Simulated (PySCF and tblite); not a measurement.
Values are calculated unless marked as measured or tabulated.
C10H12O, numbered as in [CH3:1][c:2]1[cH:3][c:4]([CH3:5])[c:6]([CH:7]=[O:8])[cH:9][c:10]1[CH3:11].

Conformers came from 60 starts (ETKDG and KDG, MMFF94s, GFN2-xTB); geometries are GFN2-xTB. Weights use PBE0-D3(BJ)/pcSseg-1 (IEF-PCM, chloroform) energies plus GFN2-xTB zero-point and thermal terms (modes under about 100 cm⁻¹ blended into free rotors). Symmetry numbers and mirror images are counted. Conformers within 2.5 kcal/mol (GFN2-xTB free energy) were kept, 3 at most. GIAO shieldings: PBE0/pcSseg-1 (IEF-PCM, chloroform). Shifts are against TMS (¹H), TMS (¹³C) at the same level. (PySCF 2.14, tblite 0.8.)

Q: List the conformer-averaged shifts at 298.15 K.

A: ¹H: 10.42 (H7, 1H), 7.98 (H9, 1H), 7.52 (H3, 1H), 2.85 (H5, 3H), 2.48 (H1, 3H), 2.46 (H11, 3H) ppm. ¹³C: 200.1 (C7), 152.8 (C2), 148.0 (C4), 141.5 (C10), 141.0 (C9), 138.4 (C3), 135.8 (C6), 23.8 (C5), 23.6 (C1), 22.5 (C11) ppm.

Q: How do the conformers differ?

A: Torsions listed: C4–C6–C7–O8.
| conformer | shape | weight % |
| --- | --- | --- |
| 1 | 0° | 59.1 |
| 2 | 180° | 40.9 |

```tsv
signal	1	2	average
H1	2.49	2.46	2.48
H3	7.55	7.47	7.52
H5	2.85	2.84	2.85
H7	10.27	10.64	10.42
H9	7.81	8.24	7.98
H11	2.48	2.43	2.46
C1	23.6	23.7	23.6
C2	152.2	153.7	152.8
C3	138.4	138.3	138.4
C4	148.3	147.5	148.0
C5	25.9	20.7	23.8
C6	135.9	135.7	135.8
C7	201.7	197.7	200.1
C9	144.9	135.4	141.0
C10	141.4	141.8	141.5
C11	22.5	22.4	22.5
```

Q: Which signal moves most, for its nucleus, between 250 and 350 K through the change of populations alone?

A: C9: 141.3 ppm at 250 K, 141.0 ppm at 298.15 K, 140.8 ppm at 350 K.

Shifts are unscaled: against experiment ¹³C can be off by 15 ppm or more and ¹H by 0.8 ppm.
